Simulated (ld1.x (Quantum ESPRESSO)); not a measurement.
## oxygen: one change to a TM potential, before and after

```json
{"Element": "O (Z = 8)", "Generator": "ld1.x (Quantum ESPRESSO) 7.5", "Type": "norm-conserving Troullier–Martins (Kleinman–Bylander form)", "Functional": "PBE", "Relativity": "scalar-relativistic", "Frozen core": "[He]", "Valence charge": "6", "Reference configuration": "2s2 2p4", "Partial waves": "2p (bound): rc 1.30 bohr; 2s (bound): rc 0.80 bohr", "Local potential": "the s channel", "Core correction": "none"}
```

Change: wave 2s (bound): rc 0.80 bohr becomes 2s (bound): rc 1.08 bohr.

Cutoffs: the cutoffs (Ry, on a coarse ladder) from which the occupation-weighted sum of valence levels, in a spherical-Bessel basis at the reference potential, stays within 10 and 1 mRy of its value at 400 Ry; they do not see the model core or the augmentation charge, which bear on the density cutoff. Errors are all-electron minus pseudo energies relative to the spin-unpolarised reference configuration.

Predict the effect on cutoff, ghosts and configuration errors.

The potential gets softer (90 Ry and 200 Ry → 80 Ry and 140 Ry); of the 7 tests that both files solve, the error grows in 6 and shrinks in 1 by more than 15 % and 0.3 meV (median size 36.2 → 74.3 meV); neither file shows a bound ghost. A larger radius leaves more room for a smooth pseudo-wave, so fewer plane waves are needed.

```tsv
quantity	base	changed
cutoff, loose	90 Ry	80 Ry
cutoff, tight	200 Ry	140 Ry
loose cutoff by channel (10 mRy a level)	p 60 Ry, s 70 Ry	p 60 Ry, s 45 Ry
bound ghosts	none	none
error for 2s2 2p3, meV [ΔE 16.43 eV]	+6.9	+13
error for 2s2 2p2, meV [ΔE 50.02 eV]	+89	+125
error for 2s2 2p1, meV [ΔE 103.89 eV]	+443	+553
error for 2s0 2p6, meV [ΔE 29.94 eV]	+36	+74
error for 2s2 2p0, meV [ΔE 180.79 eV]	+1501	+1738
error for 2s1 2p4, meV [ΔE 31.66 eV]	-19	-11
error for 2s1 2p5, meV [ΔE 14.95 eV]	+9.1	+21
s: phases at 1.40 bohr within 0.05 rad from the reference energy up to (Ry; the scan ends near 5)	to the end of the scan	to the end of the scan
p: phases at 1.40 bohr within 0.05 rad from the reference energy up to (Ry; the scan ends near 5)	to the end of the scan	to the end of the scan
```
